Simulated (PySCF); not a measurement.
# Molybdenum: a sound run and one with changed settings

Sound run: Mo+ [Kr] 4d5, Mo(2+) [Kr] 4d4. All numbers are calculated (PySCF 2.14, the spin-free X2C one-electron Hamiltonian (Gaussian nucleus), in x2c-SVPall). In the sound run the correlated levels freeze [Kr]. The sound run starts from symmetry-adapted Hartree-Fock orbitals and uses a fine grid where one is needed.

Changed run: all electrons correlated in a basis built for the valence shell.

```
species  method  sound run (hartree)  changed run (hartree)  converged
    Mo+     MP2          -4045.64155            -4045.88315        yes
 Mo(2+)     MP2          -4045.06602            -4045.29791        yes
```

Ionisation energy of Mo+:

```csv
method,sound run (eV),changed run (eV)
UHF,15.126,15.126
MP2,15.661,15.925
SCS-MP2,15.304,15.586
```

A valence basis has no tight correlating functions, so it recovers only part of the core correlation, and not evenly between atom and ion.

For comparison, NIST gives 16.16 ± 0.12 eV between the lowest levels.
